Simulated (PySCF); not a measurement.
**Löwdin shares of the frontier orbitals**

C₆H₉N.
Structure used (PBE0-D3(BJ)/def2-SVP), in Å, numbered top down from 1:
```xyz
16
C6H9N angstrom
N      2.0553   -0.8425    0.0337
C      0.7298   -0.5727   -0.4862
C      0.6142    0.8718   -0.9137
C     -0.3134    1.5362   -0.2112
C     -1.0479    0.6366    0.7172
C     -1.8243   -0.4666    0.0388
C     -0.4286   -0.7275    0.5072
H      2.1363   -1.8170    0.3180
H      2.2188   -0.2752    0.8641
H      0.5767   -1.2397   -1.3554
H      1.2479    1.2906   -1.6982
H     -0.5536    2.5956   -0.3294
H     -1.3800    0.9961    1.6954
H     -2.6362   -0.9383    0.5999
H     -2.0082   -0.3630   -1.0355
H     -0.2832   -1.4130    1.3477
```

Computed, not measured: TDDFT wB97X-D/def2-SVPD, vertical, gas phase, core orbitals frozen in the response (PySCF).

Kohn–Sham orbitals with the atoms that hold most of them (Löwdin shares over 4%, at most four atoms; ? is withheld):

```tsv
orbital	ε (eV)	atoms
LUMO+2	2.95	C6 20%, H15 14%, H14 10%, H8 9%
LUMO+1	2.60	C4 13%, H16 12%, C5 11%, H13 10%
LUMO	?	C4 27%, C3 24%, C6 6%, C2 6%
HOMO	-8.71	?
HOMO-1	-8.90	?
HOMO-2	-10.05	C7 32%, C5 20%, C6 16%, C2 8%
HOMO-3	-11.20	C5 20%, C6 18%, C4 13%, C3 12%
```

Problem. Give the leading atoms of the HOMO.

Solution. C3 (bonded to 2 C and H) 27%; C4 (bonded to 2 C and H) 22%; C5 (bonded to 3 C and H) 13%; C6 (bonded to 2 C and 2 H) 11%.

Problem. Which atoms hold the HOMO-1, and with what shares?

Solution. N1 (bonded to C and 2 H) 56%; C2 (bonded to 2 C, N and H) 10%; C7 (bonded to 3 C and H) 7%; H8 (bonded to N) 6%. By element: nitrogen 56%, carbon 17% or more, hydrogen 6% or more.

Problem. What is the LUMO energy, and the HOMO–LUMO gap?

Solution. ε(LUMO) = 1.96 eV; the gap is 10.66 eV (0.3919 hartree).

Problem. The HOMO–LUMO gap is 10.66 eV. Where does the response calculation put the lowest singlet, and from which orbitals?

Solution. S1 is at 6.37 eV (f = 0.037), 4.30 eV below the gap, made of HOMO-1→LUMO (69%), HOMO→LUMO (24%). Its leading pair isn't HOMO and LUMO; the energies of that pair differ by 10.86 eV. Without the coupling terms of the response equations the lowest excitation would equal the gap.

Next come S2 at 6.50 eV (f 0.125), HOMO→LUMO (66%), HOMO-1→LUMO (21%); S3 at 7.09 eV (f 0.025), HOMO-1→LUMO+1 (40%), HOMO-1→LUMO+2 (20%), HOMO→LUMO+1 (16%); S4 at 7.21 eV (f 0.028), HOMO→LUMO+1 (63%), HOMO-1→LUMO+1 (14%), HOMO→LUMO+4 (9%); S5 at 7.39 eV (f 0.055), HOMO-2→LUMO (88%).

Löwdin shares depend on the basis, the more so with diffuse functions.

One conformer stands for the species.
